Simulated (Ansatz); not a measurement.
Basis-set series for `C[S][Zn][Br]`. The species carries charge 0 and has multiplicity 1. All single points use the PBE0-D4/def2-TZVP geometry. It is one conformer, not always the lowest.

```csv
functional,basis,functions,energy (Eh),HOMO (eV),LUMO (eV)
PBE0-D4,def2-TZVPP,227,-4791.04538,-7.06,-1.23
PBE0-D4,def2-QZVPP,406,-4791.15722,-7.08,-1.29
ωB97M-V,def2-TZVPP,227,-4791.48781,-9.23,0.44
ωB97M-V,def2-QZVPP,406,-4791.59566,-9.26,0.22
```

Question: Give the rows for def2-SVP. (An estimate is asked.)

Answer: Ansatz gave: 
```json
{"functional": "PBE0-D4", "basis": "def2-SVP", "functions": "110", "energy (Eh)": "-4790.29037", "HOMO (eV)": "-6.85", "LUMO (eV)": "-1.04"}
{"functional": "ωB97M-V", "basis": "def2-SVP", "functions": "110", "energy (Eh)": "-4790.73294", "HOMO (eV)": "-8.99", "LUMO (eV)": "0.60"}
```

Positive LUMOs are unbound and depend on the basis. Scalar relativity is left out up to krypton.
